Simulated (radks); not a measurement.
Ga I, configuration [Ar] 3d10 4s2 4p0.5 4d0.5 (fractional occupations, a model configuration).

Method: Dirac Kohn-Sham, PBE, spin-unpolarised, spherical densities, point nucleus; open shells fill j = l - 1/2 first; computed with a radial shooting solver on a logarithmic mesh with Libxc functionals.

Energy parts (hartree):
total: -1943.95813
kinetic: 1982.58698
electron-nucleus: -4687.60165
Hartree: 836.52596
exchange-correlation: -75.46942

Orbitals (lengths in bohr, moments of r in powers of bohr; <r^-3> diverges for s and p1/2; r(90%) holds 90 % of the orbital's charge):
orbital,occ.,eigenvalue (hartree),<r^4>,r(90%),<1/r>,<r^-3>
1s1/2,2,-375.9380,0.00002599,0.0868,31.30,-
2s1/2,2,-46.47143,0.005432,0.337,6.885,-
2p1/2,2,-41.14828,0.003844,0.308,6.844,-
2p3/2,4,-40.13200,0.004087,0.313,6.669,860.6
3s1/2,2,-5.54174,0.3912,0.976,2.192,-
3p1/2,2,-3.82168,0.4994,1.04,2.061,-
3p3/2,4,-3.68845,0.5327,1.05,2.019,113.7
3d3/2,4,-0.81378,1.945,1.39,1.657,11.92
3d5/2,6,-0.79682,2.017,1.40,1.645,11.58
4s1/2,2,-0.41595,61.75,3.46,0.5718,-
4p1/2,0.5,-0.17020,241.8,4.85,0.4206,-
4p3/2,0,-0.16505,258.9,4.94,0.4130,4.417
4d3/2,0.5,-0.01623,83180,21.1,0.08228,0.006425
4d5/2,0,-0.01622,83300,21.1,0.08221,0.006402

The highest occupied level is 4d3/2 at -0.442 eV. The configuration is held as typed, so some empty levels lie below it. The density falls to 0.001 e/bohr^3 at r = 4.09 bohr. Summed over all electrons, <r^2> = 147.8 bohr^2, which gives a Langevin (diamagnetic) susceptibility term of -117 x 10^-6 cm^3/mol.
